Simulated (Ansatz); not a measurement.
Breaking the Be1–Br3 bond in BeBrCl (SMILES [Cl][Be][Br]) (multiplicity 1 held, fragments rigid). Energies count from the point at 1.957 Å.
Geometry at that point (charge 0, multiplicity 1):
```xyz
3

Be     0.000     0.000    -0.676
Cl     0.000     0.000    -2.479
Br     0.000     0.000     1.281
```

Signs of static correlation in def2-TZVPPD, with CASSCF(6,4), from Ansatz (a first-principles code) runs.

| R (Å) | T1 of restricted CCSD | ⟨S²⟩ of UHF | largest double amplitude of restricted CCSD | weight of the CASSCF reference in MRCISD | CASSCF natural occupations |
|---|---|---|---|---|---|
| 1.566 | 0.007 | 0.000 | 0.021 | 0.884 | 2.00 1.99 1.99 0.01 |
| 1.761 | 0.007 | 0.000 | 0.019 | 0.883 | 2.00 2.00 1.99 0.01 |
| 1.957 | 0.008 | 0.000 | 0.025 | 0.882 | 2.00 2.00 1.99 0.01 |
| 2.153 | 0.009 | 0.000 | 0.030 | 0.881 | 2.00 2.00 1.98 0.02 |
| 2.349 | 0.010 | 0.000 | 0.027 | 0.881 | 2.00 2.00 1.97 0.03 |
| 2.642 | 0.011 | 0.000 | 0.052 | 0.880 | 2.00 2.00 1.95 0.05 |
| 2.936 | 0.015 | 0.021 | 0.100 | 0.880 | 2.00 2.00 1.91 0.09 |
| 3.425 | 0.027 | 0.750 | 0.184 | 0.881 | 2.00 2.00 1.78 0.22 |
| 3.914 | [?] | 0.940 | [?] | 0.883 | 2.00 2.00 1.53 0.47 |
| 4.502 | 0.096 | 0.996 | 0.539 | 0.884 | 2.00 2.00 1.27 0.73 |
| 5.284 | 0.142 | 1.009 | 0.885 | 0.884 | 2.00 2.00 1.09 0.91 |
| 6.263 | 0.159 | 1.010 | 1.084 | 0.885 | 2.00 2.00 1.02 0.98 |

Problem. Complete the blanks.

Solution. 
- 3.914, T1 of restricted CCSD: 0.052
- 3.914, largest double amplitude of restricted CCSD: 0.303

Doubts at one or more of the structures used: active orbitals that take no part (SC-NEVPT2 on CASSCF(6,4)/def2-TZVPPD); a restricted determinant that unrestricted orbitals would lower (R-CCSD(T)/def2-TZVPPD); T1 above 0.05 (R-CCSD(T)/def2-TZVPPD, U-CCSD(T)/def2-TZVPPD); other coupled-cluster roots lie near (R-CCSD(T)/def2-TZVPPD); a spin-contaminated determinant (U-CCSD(T)/def2-TZVPPD); the program's own flag: other amplitudes (U-CCSD(T)/def2-TZVPPD).
